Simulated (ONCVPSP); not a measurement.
## Ge: ONCV pseudisation with LDA (Perdew-Wang 92), scalar-relativistic reference atom.

ONCVPSP 4.0.1 was run on this input:

```
# ATOM AND REFERENCE CONFIGURATION
# atsym  z   nc   nv     iexc    psfile
  Ge 32.00    5    2  -001012      upf
#
#   n    l    f
    1    0    2.00
    2    0    2.00
    2    1    6.00
    3    0    2.00
    3    1    6.00
    3    2   10.00
    4    0    1.00
#
# PSEUDOPOTENTIAL AND OPTIMIZATION
# lmax
    3
#
#   l,   rc,      ep,       ncon, nbas, qcut
    0    1.60    0.00    3    7    4.50
    1    1.70    0.10    3    7    5.50
    2    1.00    0.00    3    8   18.30
    3    1.00    0.39    4    9   11.70
#
# LOCAL POTENTIAL
# lloc, lpopt,  rc(5),   dvloc0
    3    5    1.00    0.00
#
# VANDERBILT-KLEINMAN-BYLANDER PROJECTORs
# l, nproj, debl
    0    2    1.80
    1    2    0.40
    2    2    0.50
    3    0    0.80
#
# MODEL CORE CHARGE
# icmod, fcfact, rcfact
    1    0.75    0.00
#
# LOG DERIVATIVE ANALYSIS
# epsh1, epsh2, depsh
   -4.00    5.00    0.02
#
# OUTPUT GRID
# rlmax, drl
    6.00    0.01
#
# TEST CONFIGURATIONS
# ncnf
    4
# nvcnf
#   n    l    f
    3
    3    2   10.00
    4    0    2.00
    4    1    2.00
#
    3
    3    2   10.00
    4    0    2.00
    4    1    1.00
#
    2
    3    2   10.00
    4    0    2.00
#
    3
    3    2    9.00
    4    0    2.00
    4    1    2.00
#
```

Command:

```bash
oncvpsp.x < Ge.dat > Ge.out
```

Resulting log (shortened: citation, most of the input echo, consistency checks and plot data are left out):

```
ONCVPSP  (Optimized Norm-Conservinng Vanderbilt PSeudopotential)
scalar-relativistic version 4.0.1

#   n    l    f        energy (Ha)
    1    0    2.00    -4.0335892E+02
    2    0    2.00    -5.1582966E+01
    2    1    6.00    -4.5286775E+01
    3    0    2.00    -7.4197991E+00
    3    1    6.00    -5.4951585E+00
    3    2   10.00    -2.3329326E+00
    4    0    1.00    -1.5029291E+00

Reference configufation results
  iterations    22
  all-electron total energy (Ha)   -2.09374760D+03

Begin loop to  construct optimized pseudo wave functions
and semi-local pseudopoentials for all angular momenta

   Wellstate for l =  0  n =  6
     eigenvalue =   0.2971
     asymptotic potential =   0.7971
     half-point radius =  4.0192

Calculating optimized projector #   1

 for l=   0

    Fraction of norm inside rc  0.378325
    Optimizing pswf for qcut=   4.49 a_B^-1,  ecut=  10.08 Ha
    Residual kinetic energy error=  4.69D-04 Ha

    Energy error per electron        Cutoff
         Ha          eV             Ha
         0.01000     0.27211        6.71
         0.00100     0.02721        9.25
         0.00010     0.00272       24.78
         0.00001     0.00027       53.05

Calculating optimized projector #   2

 for l=   0

    Fraction of norm inside rc  0.055545
    Optimizing pswf for qcut=   4.49 a_B^-1,  ecut=  10.08 Ha
    Residual kinetic energy error=  4.19D-04 Ha

    Energy error per electron        Cutoff
         Ha          eV             Ha
         0.01000     0.27211        6.41
         0.00100     0.02721        9.08
         0.00010     0.00272       19.65
         0.00001     0.00027       75.14

WARNING wellstate: moderately localized bound state found for n= 4 l=  1
WARNING scattering state with energy  0.05000000
WARNING will be used for the first projector

   Wellstate for l =  1  n =  6
     eigenvalue =   0.0500
     asymptotic potential =   0.5500
     half-point radius =  6.1128

   Wellstate for l =  1  n =  6
     eigenvalue =   0.4500
     asymptotic potential =   0.9500
     half-point radius =  4.3439

Calculating optimized projector #   1

 for l=   1

    Fraction of norm inside rc  0.062521
    Optimizing pswf for qcut=   5.51 a_B^-1,  ecut=  15.17 Ha
    Residual kinetic energy error=  2.02D-05 Ha

    Energy error per electron        Cutoff
         Ha          eV             Ha
         0.01000     0.27211        3.12
         0.00100     0.02721        9.87
         0.00010     0.00272       13.19
         0.00001     0.00027       20.25

Calculating optimized projector #   2

 for l=   1

    Fraction of norm inside rc  0.068578
    Optimizing pswf for qcut=   5.51 a_B^-1,  ecut=  15.17 Ha
    Residual kinetic energy error=  3.47D-05 Ha

    Energy error per electron        Cutoff
         Ha          eV             Ha
         0.01000     0.27211        4.48
         0.00100     0.02721       10.50
         0.00010     0.00272       13.78
         0.00001     0.00027       34.24

WARNING wellstate: negative energy specified for n= 4 l=  2
WARNING scattering state with energy  0.25000000
WARNING will be used for the first projector

   Wellstate for l =  2  n =  5
     eigenvalue =   0.2500
     asymptotic potential =   0.7500
     half-point radius =  3.3844

Calculating optimized projector #   1

 for l=   2

    Fraction of norm inside rc  0.805284
    Optimizing pswf for qcut=  18.30 a_B^-1,  ecut= 167.47 Ha
    Residual kinetic energy error=  3.94D-08 Ha

    Energy error per electron        Cutoff
         Ha          eV             Ha
         0.01000     0.27211       99.27
         0.00100     0.02721      117.56
         0.00010     0.00272      132.62
         0.00001     0.00027      145.01

Calculating optimized projector #   2

 for l=   2

    Fraction of norm inside rc  0.023222
    Optimizing pswf for qcut=  18.30 a_B^-1,  ecut= 167.47 Ha
    Residual kinetic energy error=  8.80D-09 Ha

    Energy error per electron        Cutoff
         Ha          eV             Ha
         0.01000     0.27211       75.68
         0.00100     0.02721      100.04
         0.00010     0.00272      119.64
         0.00001     0.00027      135.46

   Wellstate for l =  3  n =  4
     eigenvalue =   0.3900
     asymptotic potential =   0.8900
     half-point radius =  2.1961

Calculating optimized projector #   1

 for l=   3

    Fraction of norm inside rc  0.007435
    Optimizing pswf for qcut=  11.68 a_B^-1,  ecut=  68.26 Ha
    Residual kinetic energy error=  4.55D-06 Ha

    Energy error per electron        Cutoff
         Ha          eV             Ha
         0.01000     0.27211       12.27
         0.00100     0.02721       30.34
         0.00010     0.00272       48.61
         0.00001     0.00027       63.15

Construct Vanderbilt / Kleinmman-Bylander projectors

B matrix Hermiticity error, ll=   0
   1   2   -8.8517E-05

  Orthonormal projector coefficients  1.2067E+01  9.7651E-01

B matrix Hermiticity error, ll=   1
   1   2   -9.5395E-06

  Orthonormal projector coefficients  8.7657E+00  8.9357E-01

B matrix Hermiticity error, ll=   2
   1   2   -2.5263E-04

  Orthonormal projector coefficients -1.8320E+01 -5.3120E+00

Model core correction analysis
  based on d2Exc/dn_idn_j

d2excae - all-electron derivatives

   -3.306772D-02   -7.134186D-03
   -7.133461D-03   -1.392846D-02

d2excps - pseudofunction derivatives with no core correction

   -5.500977D-02   -8.383535D-03
   -8.382522D-03   -1.637830D-02

rms 2nd derivative error    1.107448E-02

Polynomial model core charge

d2excps - pseudofunction derivatives with core correction

   -3.634639D-02   -6.632834D-03
   -6.632102D-03   -1.433462D-02

rms 2nd derivative error    1.689479E-03

Pseudoatom total energy  -91.333405

Diagnostic tests using Vanderbilt-Kleinman-Bylander pseudopotentials
  1 or more projectors used as specified by nproj input data

   l    rcore       rmatch      e in        delta e   norm test  slope test

   0   1.6044450   1.6531594  -1.5029291   0.0000148   1.0000387   1.0006406
   0   1.6044450   1.6531594   0.2970709   0.0001484   1.0002188   1.0002188

   1   1.7033529   1.7550704   0.0500000   0.0000453   1.0001189   1.0001189
   1   1.7033529   1.7550704   0.4500000   0.0000726   1.0001752   1.0001752

   2   1.0001943   1.0305623  -2.3329326  -0.0000295   1.0002169   1.0002414
   2   1.0001943   1.0305623   0.2500000  -0.0000030   1.0004395   1.0004395

   3   1.0001943   1.0305623   0.3900000   0.0001087   1.0000050   1.0000050

 Testing for bound ghosts
   n   l    E NL Schr. Eq   E Basis Diag.   E Cutoff

       0                      -10.553008     72.47  WARNING - GHOST(-)
   1   0       -1.502914       -1.501008     72.47

   2   1       -1.118581       -1.114148     77.22

   3   2       -2.332962       -2.331303    344.70

 Testing for highly-localized positive-energy ghosts
       l    <radius>/rc     E Basis Diag.   E Cutoff

       1        0.298983        1.956443     77.22  WARNING - GHOST(+)

Test configuration 0

   n   l     f        eae           eps        diff
   1   0  2.0000 -403.35892087
   2   0  2.0000  -51.58296644
   2   1  6.0000  -45.28677520
   3   0  2.0000   -7.41979906
   3   1  6.0000   -5.49515852
   3   2 10.0000   -2.33293259   -2.33296206   -2.95D-05
   4   0  1.0000   -1.50292907   -1.50291431    1.48D-05

    Total energies and differences
      AE_ref= -2.09374760D+03  AE_tst= -2.09374760D+03  dif=  0.00D+00
      PS_ref= -9.13334055D+01  PS_tst= -9.13334055D+01  dif= -5.68D-14
      PSP excitation error=  5.68D-14

Test configuration 1

   n   l     f        eae           eps        diff
   1   0  2.0000 -402.08006791
   2   0  2.0000  -50.32627815
   2   1  6.0000  -44.02771123
   3   0  2.0000   -6.16429471
   3   1  6.0000   -4.24034169
   3   2 10.0000   -1.08628908   -1.09622515   -9.94D-03
   4   0  2.0000   -0.43899520   -0.43825343    7.42D-04
   4   1  2.0000   -0.14871438   -0.14910199   -3.88D-04

    Total energies and differences
      AE_ref= -2.09374760D+03  AE_tst= -2.09589946D+03  dif= -2.15D+00
      PS_ref= -9.13334055D+01  PS_tst= -9.34863406D+01  dif= -2.15D+00
      PSP excitation error=  1.07D-03

Test configuration 2

   n   l     f        eae           eps        diff
   1   0  2.0000 -402.41701054
   2   0  2.0000  -50.66024650
   2   1  6.0000  -44.36208384
   3   0  2.0000   -6.49803710
   3   1  6.0000   -4.57407500
   3   2 10.0000   -1.41913436   -1.42742915   -8.29D-03
   4   0  2.0000   -0.74021131   -0.73961477    5.97D-04
   4   1  1.0000   -0.42146137   -0.42205678   -5.95D-04

    Total energies and differences
      AE_ref= -2.09374760D+03  AE_tst= -2.09561905D+03  dif= -1.87D+00
      PS_ref= -9.13334055D+01  PS_tst= -9.32053842D+01  dif= -1.87D+00
      PSP excitation error=  5.26D-04

Test configuration 3

   n   l     f        eae           eps        diff
   1   0  2.0000 -402.82842097
   2   0  2.0000  -51.06508515
   2   1  6.0000  -44.76777488
   3   0  2.0000   -6.90192104
   3   1  6.0000   -4.97785661
   3   2 10.0000   -1.82088312   -1.82554239   -4.66D-03
   4   0  2.0000   -1.08894223   -1.08838326    5.59D-04

    Total energies and differences
      AE_ref= -2.09374760D+03  AE_tst= -2.09504172D+03  dif= -1.29D+00
      PS_ref= -9.13334055D+01  PS_tst= -9.26273452D+01  dif= -1.29D+00
      PSP excitation error= -1.87D-04

Test configuration 4

   n   l     f        eae           eps        diff
   1   0  2.0000 -402.86703640
   2   0  2.0000  -51.15347871
   2   1  6.0000  -44.85125795
   3   0  2.0000   -6.90911528
   3   1  6.0000   -4.97689539
   3   2  9.0000   -1.80032261   -1.84604464   -4.57D-02
   4   0  2.0000   -0.84407422   -0.84146201    2.61D-03
   4   1  2.0000   -0.49124844   -0.48901920    2.23D-03

    Total energies and differences
      AE_ref= -2.09374760D+03  AE_tst= -2.09446802D+03  dif= -7.20D-01
      PS_ref= -9.13334055D+01  PS_tst= -9.20277340D+01  dif= -6.94D-01
      PSP excitation error= -2.61D-02
```

Note: ghosts flagged at negative energy: s at -287.2 eV; GHOST(+) flagged for p at 53.2 eV. A true bound ghost makes a file unfit for plane-wave use.

The run took about 4.7 s on one core of a shared server CPU.
